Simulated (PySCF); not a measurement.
C3H5N2 (SMILES c1c[nH+]c[nH]1), charge +1, singlet, at a GFN2-xTB geometry; PySCF with DF-HF/pcseg-1.

PySCF was given this input:
```python
from pyscf import gto, scf

mol = gto.M(
    atom='''
C     0.079469   -1.164788    0.150225
C    -1.064919   -0.482999   -0.135177
N    -0.726419    0.833101   -0.227882
C     0.576465    0.963916   -0.008803
N     1.079457   -0.242781    0.222491
H     0.239897   -2.213295    0.301442
H    -2.065716   -0.839686   -0.273562
H    -1.369872    1.588098   -0.431726
H     1.127680    1.885611   -0.017220
H     2.050660   -0.449742    0.421330
''',
    basis='pcseg-1',
    charge=1,
    spin=0,
    verbose=4,
)

mf = scf.RHF(mol)
mf.init_guess = 'mod_huckel'
mf = mf.density_fit(auxbasis='def2-universal-jkfit')
mf.kernel()
```

Task: Predict the main parts of the log of this PySCF run.

Result: 
```
PySCF version 2.14.0

[INPUT] verbose = 4
[INPUT] num. atoms = 10
[INPUT] num. electrons = 36
[INPUT] charge = 1
[INPUT] spin (= nelec alpha-beta = 2S) = 0
[INPUT] symmetry False subgroup None
[INPUT] Mole.unit = angstrom
[INPUT] Symbol           X                Y                Z      unit          X                Y                Z       unit  Magmom
[INPUT]  1 C      0.079469000000  -1.164788000000   0.150225000000 AA    0.150174645393  -2.201130313180   0.283884107063 Bohr   0.0
[INPUT]  2 C     -1.064919000000  -0.482999000000  -0.135177000000 AA   -2.012405254846  -0.912735828439  -0.255447508340 Bohr   0.0
[INPUT]  3 N     -0.726419000000   0.833101000000  -0.227882000000 AA   -1.372732961680   1.574332724101  -0.430634568718 Bohr   0.0
[INPUT]  4 C      0.576465000000   0.963916000000  -0.008803000000 AA    1.089360970397   1.821537247086  -0.016635259075 Bohr   0.0
[INPUT]  5 N      1.079457000000  -0.242781000000   0.222491000000 AA    2.039878093245  -0.458789598248   0.420447055181 Bohr   0.0
[INPUT]  6 H      0.239897000000  -2.213295000000   0.301442000000 AA    0.453339628105  -4.182521382869   0.569642822441 Bohr   0.0
[INPUT]  7 H     -2.065716000000  -0.839686000000  -0.273562000000 AA   -3.903637491132  -1.586776570632  -0.516957258088 Bohr   0.0
[INPUT]  8 H     -1.369872000000   1.588098000000  -0.431726000000 AA   -2.588682905710   3.001070278970  -0.815843900854 Bohr   0.0
[INPUT]  9 H      1.127680000000   1.885611000000  -0.017220000000 AA    2.131006356150   3.563288367467  -0.032541083865 Bohr   0.0
[INPUT] 10 H      2.050660000000  -0.449742000000   0.421330000000 AA    3.875185774601  -0.849889206714   0.796198308063 Bohr   0.0

nuclear repulsion = 174.165686777701
number of shells = 25
number of NR pGTOs = 160
number of NR cGTOs = 95
basis = pcseg-1
ecp = {}

******** <class 'pyscf.df.df_jk.DFRHF'> ********
method = DFRHF
initial guess = mod_huckel
damping factor = 0
level_shift factor = 0
DIIS = <class 'pyscf.scf.diis.CDIIS'>
diis_start_cycle = 1
diis_space = 8
diis_damp = 0
SCF conv_tol = 1e-09
SCF conv_tol_grad = None
SCF max_cycles = 50
direct_scf = False
Set gradient conv threshold to 3.16228e-05
Initial guess from on-the-fly Huckel, doi:10.1021/acs.jctc.8b01089,
employing the updated GWH rule from doi:10.1021/ja00480a005.
Spherically averaged atomic HF for {'C', 'H', 'N'}

******** <class 'pyscf.scf.atom_hf.AtomSphAverageRHF'> ********
method = AtomSphAverageRHF
initial guess = minao
damping factor = 0
level_shift factor = 0
DIIS = <class 'pyscf.scf.diis.CDIIS'>
diis_start_cycle = 1
diis_space = 8
diis_damp = 0
SCF conv_tol = 1e-09
SCF conv_tol_grad = None
SCF max_cycles = 50
direct_scf = True
direct_scf_tol = 1e-13
atom = C
Set gradient conv threshold to 3.16228e-05
Initial guess from minao.
init E= -37.2553306977139
cycle= 1 E= -37.3113501581496  delta_E= -0.056  |g|=    0  |ddm|= 0.465
cycle= 2 E= -37.3176499448015  delta_E= -0.0063  |g|=    0  |ddm|= 0.207
cycle= 3 E= -37.318519164585  delta_E= -0.000869  |g|=    0  |ddm|= 0.0474
cycle= 4 E= -37.318528820244  delta_E= -9.66e-06  |g|=    0  |ddm|= 0.00923
cycle= 5 E= -37.3185288206778  delta_E= -4.34e-10  |g|=    0  |ddm|= 5.54e-05
Extra cycle  E= -37.318528820682  delta_E= -4.22e-12  |g|=    0  |ddm|= 5.9e-06
Atomic HF for atom  C  converged. SCF energy = -37.318528820682

******** <class 'pyscf.scf.atom_hf.AtomSphAverageRHF'> ********
method = AtomSphAverageRHF
initial guess = minao
damping factor = 0
level_shift factor = 0
DIIS = <class 'pyscf.scf.diis.CDIIS'>
diis_start_cycle = 1
diis_space = 8
diis_damp = 0
SCF conv_tol = 1e-09
SCF conv_tol_grad = None
SCF max_cycles = 50
direct_scf = True
direct_scf_tol = 1e-13
atom = N
Set gradient conv threshold to 3.16228e-05
Initial guess from minao.
init E= -53.7515087363998
cycle= 1 E= -53.8074830132726  delta_E= -0.056  |g|=    0  |ddm|= 0.449
cycle= 2 E= -53.8150475838469  delta_E= -0.00756  |g|=    0  |ddm|= 0.216
cycle= 3 E= -53.81647799776  delta_E= -0.00143  |g|=    0  |ddm|= 0.057
cycle= 4 E= -53.8164922190682  delta_E= -1.42e-05  |g|=    0  |ddm|= 0.00956
cycle= 5 E= -53.8164922192062  delta_E= -1.38e-10  |g|=    0  |ddm|= 3.63e-05
Extra cycle  E= -53.8164922192105  delta_E= -4.28e-12  |g|=    0  |ddm|= 5.28e-06
Atomic HF for atom  N  converged. SCF energy = -53.8164922192105

******** 1 electron system ********
Atomic HF for atom  H  converged. SCF energy = -0.498590210892606

  HOMO = -0.116827570972638  LUMO = -0.00561265155814738  gap/eV = 3.02631
******** <class 'pyscf.df.df.DF'> ********
auxbasis = def2-universal-jkfit
init E= -223.075091509895
  HOMO = -0.975835756877404  LUMO = -0.499708659977097  gap/eV = 12.95608
cycle= 1 E= -224.829974136756  delta_E= -1.75  |g|= 1.11  |ddm|=  2.8
  HOMO = -0.407128534653428  LUMO = -0.0143051636924634  gap/eV = 10.68927
cycle= 2 E= -225.067758974404  delta_E= -0.238  |g|= 0.522  |ddm|= 1.25
  HOMO = -0.552206569703447  LUMO = -0.0731841148773271  gap/eV = 13.03486
cycle= 3 E= -225.129052139515  delta_E= -0.0613  |g|= 0.0581  |ddm|= 0.38
  HOMO = -0.551048181107678  LUMO = -0.0644429022468449  gap/eV = 13.24120
cycle= 4 E= -225.130376170854  delta_E= -0.00132  |g|= 0.0237  |ddm|= 0.0856
  HOMO = -0.548442584284279  LUMO = -0.0635728638829649  gap/eV = 13.19398
cycle= 5 E= -225.13050976757  delta_E= -0.000134  |g|= 0.00416  |ddm|= 0.0197
  HOMO = -0.54811028201805  LUMO = -0.0631067818253968  gap/eV = 13.19762
cycle= 6 E= -225.130522672197  delta_E= -1.29e-05  |g|= 0.00114  |ddm|= 0.00771
  HOMO = -0.548329992588647  LUMO = -0.0630875925386025  gap/eV = 13.20412
cycle= 7 E= -225.130523630012  delta_E= -9.58e-07  |g|= 0.000291  |ddm|= 0.00249
  HOMO = -0.548300920983594  LUMO = -0.0631040393763893  gap/eV = 13.20288
cycle= 8 E= -225.130523712177  delta_E= -8.22e-08  |g|= 0.000158  |ddm|= 0.000777
  HOMO = -0.548305204731037  LUMO = -0.0630907319380487  gap/eV = 13.20336
cycle= 9 E= -225.130523726334  delta_E= -1.42e-08  |g|= 4.39e-05  |ddm|= 0.000287
  HOMO = -0.548306389138866  LUMO = -0.0630954613678449  gap/eV = 13.20326
cycle= 10 E= -225.130523728942  delta_E= -2.61e-09  |g|= 1.09e-05  |ddm|= 0.000174
  HOMO = -0.548305329545849  LUMO = -0.0630950658184153  gap/eV = 13.20324
cycle= 11 E= -225.130523729032  delta_E= -9e-11  |g|= 1.98e-06  |ddm|= 3.07e-05
  HOMO = -0.548305495892597  LUMO = -0.0630951383347886  gap/eV = 13.20325
Extra cycle  E= -225.130523729032  delta_E= 1.14e-13  |g|= 7.38e-07  |ddm|= 3.05e-06
converged SCF energy = -225.130523729032
```
